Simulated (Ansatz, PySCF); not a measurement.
tetrachloroaluminate (AlCl₄), SMILES [Cl][Al-]([Cl])([Cl])[Cl], charge -1. Atoms are numbered in the order given.

```xyz
5

Cl    -1.2592     1.2592    -1.2592
Al     0.0000     0.0000     0.0000
Cl     1.2592     1.2592     1.2592
Cl     1.2592    -1.2592    -1.2592
Cl    -1.2592    -1.2592     1.2592
```
Charge -1, spin multiplicity 1.

Coordinates come from a B3LYP-D3(BJ)/def2-SVPD optimisation.

Estimates of the vertical detachment energy (IE) of the anion in eV. Rows of orbital energies are one-electron estimates, which approximate functionals can put far too low.

```json
[
 {"level": "−ε(HOMO), −ε(LUMO), ωB97X/def2-SVPD (PySCF)", "IE": "6.98"},
 {"level": "−ε(HOMO), −ε(LUMO), PBE/def2-SVPD (PySCF)", "IE": "3.18"},
 {"level": "ΔSCF, CAM-B3LYP/def2-SVPD (Ansatz), final states of multiplicity 2", "IE": "6.76"},
 {"level": "ΔSCF, PBE/def2-SVPD (Ansatz), final states of multiplicity 2", "IE": "?"}
]
```

Problem. Fill in the missing entries. (Estimate from the structure and the level; the computed values follow.)

Solution. 
- ΔSCF, PBE/def2-SVPD (Ansatz, a first-principles code), final states of multiplicity 2, IE: 5.71

Problem. What vertical singlet–triplet gap does ΔSCF give with CAM-B3LYP/def2-SVPD (Ansatz) and with PBE/def2-SVPD (Ansatz)? (Estimate from the structure and the level; the computed values follow.)

Solution. 7.29 and 5.95 eV (triplet above singlet where positive).
